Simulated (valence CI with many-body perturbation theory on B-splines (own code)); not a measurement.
**C⁺: calculation against measured levels**

Computed by relativistic CI+MBPT: three valence electrons over a frozen Dirac-Fock core [He], a basis of 11 s, 11 p, 9 d, 7 f, 5 g, 2 h, 1 i functions for each j, with the one-electron correlation potential Σ1, the two-electron term Σ2, the three-electron term Σ3, Breit, model QED; selected CI, second order for the rest (own B-spline code, finite nucleus).

Set against measurement, 29 paired levels are off by 41 cm⁻¹ on average, the worst by 104. These come from a selection out of the NIST Handbook of Basic Atomic Spectroscopic Data. Levels without a partner in it may be off by more.

Measured levels: NIST Handbook of Basic Atomic Spectroscopic Data (Sansonetti and Martin, J. Phys. Chem. Ref. Data 34, 1559 (2005)). Pairs share parity and J, and are chosen by configuration, term and nearness in energy; levels without a clear partner are left out. Energies in cm⁻¹ above the measured ground level. The last column is blank where CI alone has no clear partner.

Names give the largest LS component (configuration and term), which can be under half, so a name can repeat, a term be missing and a line seem to break the LS rules; names also repeat where a configuration has a term twice.

```tsv
Computed label	Label in the source	Measured	Computed	Difference	CI alone, difference
2s2 2p 2P°_1/2	2s2(1S) 2p 2P°	0	0.0	0	0
2s2 2p 2P°_3/2	2s2(1S) 2p 2P°	63.4	63.3	0	+12
2s 2p2 4P_1/2	2s 2p2 4P	43003.3	42966.2	-37	+325
2s 2p2 4P_3/2	2s 2p2 4P	43025.3	42988.4	-37	+329
2s 2p2 4P_5/2	2s 2p2 4P	43053.6	43016.7	-37	+344
2s 2p2 2D_5/2	2s 2p2 2D	74930.1	74971.6	+41	+530
2s 2p2 2D_3/2	2s 2p2 2D	74932.6	74974.5	+42	+526
2s 2p2 2S_1/2	2s 2p2 2S	96493.7	96576.5	+83	+378
2s 2p2 2P_1/2	2s 2p2 2P	110624.2	110728.4	+104	+1244
2s 2p2 2P_3/2	2s 2p2 2P	110665.6	110767.7	+102	+1254
2s2 3s 2S_1/2	2s2(1S) 3s 2S	116537.6	116522.8	-15	-428
2s2 3p 2P°_1/2	2s2(1S) 3p 2P°	131724.4	131686.8	-38	-538
2s2 3p 2P°_3/2	2s2(1S) 3p 2P°	131735.5	131698.0	-38	-536
2p3 4S°_3/2	2p3	142027.1	142061.8	+35	+1609
2s2 3d 2D_3/2	2s2(1S) 3d 2D	145549.3	145518.6	-31	-624
2s2 3d 2D_5/2	2s2(1S) 3d 2D	145550.7	145520.1	-31	-624
2p3 2D°_5/2	2p3 2D°	150461.6	150503.7	+42	+1146
2p3 2D°_3/2	2p3 2D°	150466.7	150511.2	+44	+1140
2s2 4s 2S_1/2	2s2(1S) 4s 2S	157234.1	157181.5	-53	-629
2s2 4p 2P°_1/2	2s2(1S) 4p 2P°	162517.9	162468.8	-49	-562
2s2 4p 2P°_3/2	2s2(1S) 4p 2P°	162524.6	162475.5	-49	-560
2s 2p 3s 4P°_1/2	2s 2p(3P°) 3s 4P°	166967.1	166930.8	-36	-165
2s 2p 3s 4P°_3/2	2s 2p(3P°) 3s 4P°	166990.7	166954.6	-36	-156
2s 2p 3s 4P°_5/2	2s 2p(3P°) 3s 4P°	167035.7	166999.7	-36	-146
2s2 4d 2D_3/2	2s2(1S) 4d 2D	168123.7	168085.6	-38	-645
2s2 4d 2D_5/2	2s2(1S) 4d 2D	168124.5	168086.4	-38	-645
2p3 2P°_1/2	2p3 2P°	168729.5	168778.2	+49	+456
2p3 2P°_3/2	2p3 2P°	168748.3	168796.5	+48	+466
2s2 4f 2F°_5/2	2s2(1S) 4f 2F°	168978.3	168977.1	-1	-615
2s2 4f 2F°_7/2	2s2(1S) 4f 2F°	168978.3	168977.3	-1	-615
```

Over 29 excited levels the mean absolute difference is 41 cm⁻¹, the median 38 and the largest 104. For the 29 levels that pair on every rung the mean is CI alone 595, + Σ1 324, + Σ2 67, + Σ3 43, + Breit 45, + QED 41. The comparison draws on a selection of the measured levels: 30 of the 37 computed ones have a partner in it, and others may be off by more.

Rates against NIST Handbook of Basic Atomic Spectroscopic Data (Sansonetti and Martin, J. Phys. Chem. Ref. Data 34, 1559 (2005)):

```tsv
λ vac, measured (nm)	Upper	Lower	A computed (s⁻¹)	A tabulated (s⁻¹)
68.71	2s2 3d 2D_3/2	2s2 2p 2P°_1/2	2.36e+09	2.37e+09
68.73	2s2 3d 2D_5/2	2s2 2p 2P°_3/2	2.83e+09	2.84e+09
90.41	2s 2p2 2P_3/2	2s2 2p 2P°_3/2	3.41e+09	3.42e+09
103.63	2s 2p2 2S_1/2	2s2 2p 2P°_1/2	7.43e+08	7.34e+08
103.70	2s 2p2 2S_1/2	2s2 2p 2P°_3/2	1.47e+09	1.47e+09
133.45	2s 2p2 2D_3/2	2s2 2p 2P°_1/2	2.42e+08	2.40e+08
133.57	2s 2p2 2D_5/2	2s2 2p 2P°_3/2	2.89e+08	2.88e+08
283.75	2s2 3p 2P°_3/2	2s 2p2 2S_1/2	3.02e+07	3.98e+07
283.84	2s2 3p 2P°_1/2	2s 2p2 2S_1/2	3.02e+07	3.97e+07
392.01	2s2 4s 2S_1/2	2s2 3p 2P°_1/2	6.25e+07	6.36e+07
392.18	2s2 4s 2S_1/2	2s2 3p 2P°_3/2	1.25e+08	1.27e+08
657.99	2s2 3p 2P°_3/2	2s2 3s 2S_1/2	3.65e+07	3.63e+07
723.33	2s2 3d 2D_3/2	2s2 3p 2P°_1/2	3.48e+07	3.52e+07
723.84	2s2 3d 2D_5/2	2s2 3p 2P°_3/2	4.17e+07	4.22e+07
```
